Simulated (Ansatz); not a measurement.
Correlation energies of F$_{3}$H$_{2}$Si$_{2}$, SMILES `F[SiH][SiH](F)F` radical by basis set

```csv
atom,x (Å),y (Å),z (Å)
F1,-1.562,-1.677,-0.811
Si2,-1.135,-0.746,0.428
Si3,0.861,0.387,-0.066
F4,1.140,1.348,1.171
F5,2.041,-0.675,-0.135
H6,-2.280,0.164,0.717
H7,0.936,1.199,-1.303
```

Charge 0, multiplicity 2. All single points use the PBE0-D4/def2-TZVP geometry. It is one conformer, not always the lowest. Frozen core, unrestricted reference, the Gaussian-basis code of Ansatz. CBS rows extrapolate triple and quadruple zeta; past MP2 they add the triple-zeta difference.

| basis | HF (Eh) | MP2 corr. | CCSD corr. | (T) | CCSD(T) total |
| --- | --- | --- | --- | --- | --- |
| def2-SVP | -877.04989 | -0.71916 | -0.74857 | -0.01264 | -877.81110 |
| def2-TZVPP | -877.66536 | -0.95590 | -0.98024 | -0.02916 | -878.67476 |
| def2-QZVPP | -877.69876 | -1.04731 | – | – | – |
| CBS(def2) | -877.70336 | -1.11502 | -1.13936 | as TZ | -878.87188 |
